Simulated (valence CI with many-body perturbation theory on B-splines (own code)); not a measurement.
## Cu24+: key properties

Computed by configuration interaction combined with many-body perturbation theory (CI+MBPT): three valence electrons over a frozen Dirac-Fock core [He], radial functions for each j: 11 s, 11 p, 9 d, 7 f, 5 g, 2 h, 1 i, with the one-electron correlation potential Σ1, the two-electron term Σ2, the three-electron term Σ3, Breit, model QED; selected CI, second order for the rest (own B-spline code, finite nucleus).

No measured levels were compared; by estimate levels of excited configurations hold to 0.05 to 0.15 % of their energy, terms of the ground configuration to about 0.5 %.

Names give the largest LS component (configuration and term), which can be under half, so a name can repeat, a term be missing and a line seem to break the LS rules; names also repeat where a configuration has a term twice.

Rates and lifetimes use the calculated energies. Strong lines usually hold to 10 to 20 %, long lifetimes can be off by a factor of two.

Task: What is the ground level?

Result: 2s²2p ²P°_1/2, composition 98 % 2s²2p ²P°, g = 0.659.

Task: Where does the other parity begin?

Result: At 2s2p² ⁴P_1/2, 60.1 eV.

Task: How well does LS coupling describe the low levels?

Result: Among the lowest 20 levels the leading LS term, summed over configurations, holds 90 % on average. For single configurations the figures are 89 % in LS and 85 % in jj coupling. Terms mix most in the J = 1/2 level at 150.6 eV, where the leading one holds 66 %.

Task: Among levels below 1493.5 eV, which E1 lines absorb most strongly from the ground level?

Result: to 2s²3d ²D_3/2 at 0.9209 nm, f = 0.679; to 2s2p3p ²D_3/2 at 0.8961 nm, f = 0.225; to 2s2p3p ²P_1/2 at 0.8997 nm, f = 0.147.

Task: How is the term ²P° of the ground level split?

Result: J = 1/2 at 0.0, J = 3/2 at 23.7 eV.

Task: What are the static dipole polarisabilities of the lowest levels?

Result: 2s²2p ²P°_1/2 0.00856; 2s²2p ²P°_3/2 0.00873 (tensor 0.00081) bohr³, of which the core gives 1.28e-05.

Task: What is the ionisation energy?

Result: 2307.8 eV; NIST lists 2307.3 ± 1 eV (semi-empirical).
